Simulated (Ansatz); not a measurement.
[MnNF4]2- (MnNF4²⁻), relaxed as a singlet with RKS PBE0-D4/def2-SVPD in Ansatz, starting from the GFN2-xTB (ALPB water) geometry. Force threshold 0.02 eV/Å.

A multiply charged anion in the gas phase is held together partly by the finite basis. Removing one electron lowers the energy by 2.01 eV at PBE0-D4/def2-TZVPD, so it isn't bound. The highest occupied level of the charge -2 singlet lies above zero (up to 3.02 eV). By energy differences it is unbound by 2.63 eV (vertical, to the charge -1 doublet, at PBE-D4/def2-TZVPD) and held by the finite basis. The relaxation made no stability test and no search for a lower SCF solution. At PBE0-D4/def2-SVPD a triplet of charge -2 lies 0.66 eV below the restricted singlet, each at its own geometry.

Start:

```xyz
6

Mn   -0.108    0.046    0.035
N    -1.469    0.610    0.478
F    -0.335   -0.726   -1.652
F     0.000   -1.719    0.636
F     1.120    0.398    1.399
F     0.792    1.391   -0.896
```

Question: Estimate the energy that the relaxation releases and the steps that it takes.

Answer: 0.13 eV, in 5 steps; 7 s on 4 threads of Intel Xeon 6975P-C on a shared host. No frequencies were taken in this run, so the end may be a saddle point.

Question: Does the start keep its bonding and symmetry?

Answer: By distances, no bond broke or formed. The bond that changes most is Mn1–N2, from 1.54 to 1.48 Å (atoms count from 1). Point group C4v at the start, C4v at the end, both within 0.05 Å.

Question: Predict the relaxed structure.

Answer: 
Cartesian coordinates in Å:
```
Mn -0.090 0.037 0.029
N -1.397 0.579 0.453
F -0.373 -0.730 -1.679
F -0.034 -1.747 0.662
F 1.116 0.422 1.438
F 0.779 1.439 -0.904
```
Bond lengths: 4 × F–Mn 1.89 Å; 1 × Mn–N 1.48 Å.
